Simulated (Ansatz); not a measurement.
Computed with Ansatz on PBE0-D4/def2-TZVP structures; ΔE is electronic, products minus reactants. CBS: MP2 limit from def2 TZ/QZ plus the TZ coupled-cluster correction, frozen cores. DFT in def2-TZVPP. B3LYP here is the variant with VWN-RPA as its local correlation; programs differ in this. For Ge outer-core shells are correlated without core-valence functions, which leaves a few kJ/mol of doubt a bond. Scalar relativity is left out up to krypton. Each species was taken in one conformer, which may not be the lowest.

Consider the substitution at a C–B bond: `C[BH][GeH2][Cl]` + `C=CC(=O)O` → `C=CC(=O)OC` + `[BH2][GeH2][Cl]`.

```tsv
level	ΔE (eV)
PBE0-D4	1.09
B2PLYP	1.01
PBE	1.09
r2SCAN	1.08
B3LYP	1.00
SCS-MP2/def2-TZVPP	0.97
CCSD(T)/def2-TZVPP	1.00
MP2/def2-QZVPP	1.07
```

**Question.** What does CCSD(T)/CBS give? (Best estimate.)

**Answer.** Ansatz gave: +1.03 eV. The listed levels differ from it by 0.06, -0.02, 0.06, 0.05, -0.03, -0.06, -0.03, 0.04 eV.

Largest T1 diagnostic among the species: 0.015.

In def2-TZVPP, CCSD(T) changes the Hartree–Fock value by +0.14 eV (the triples alone add +0.01 eV) and MP2 by +0.20 eV.
